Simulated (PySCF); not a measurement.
Computed shifts of a molecule C3H8FNSi, PBE/pcSseg-1 run with PySCF, GIAO, gas phase, equivalent atoms averaged, in ppm (number of nuclei): ¹³C: 179.1 (1), 72.4 (1), 20.6 (1). ¹⁵N: 463.8 (1). ²⁹Si: -20.2 (1). ¹⁹F: -247.8 (1). ¹H: 9.03 (1), 5.47 (2), 4.60 (1), 3.22 (1), 1.61 (3). References: ¹³C against TMS (σ = 182.0 ppm); ¹⁵N against NH3 (σ = 267.0 ppm); ²⁹Si against TMS (σ = 335.4 ppm); ¹⁹F against CFCl3 (σ = 133.6 ppm); ¹H against TMS (σ = 31.49 ppm), references at their B3LYP-D3(BJ)/def2-TZVP geometries, non-relativistic. Geometry optimised at PBE0-D3(BJ)/def2-SVP. The values are those of a single conformer.

Problem. Which molecule gave these data?
A. C=C(F)[SiH2]NC
B. C=C[Si@](C)(N)F
C. C/N=C\[SiH2]CF
D. CC/N=C/[SiH2]F

Solution. D, CC/N=C/[SiH2]F
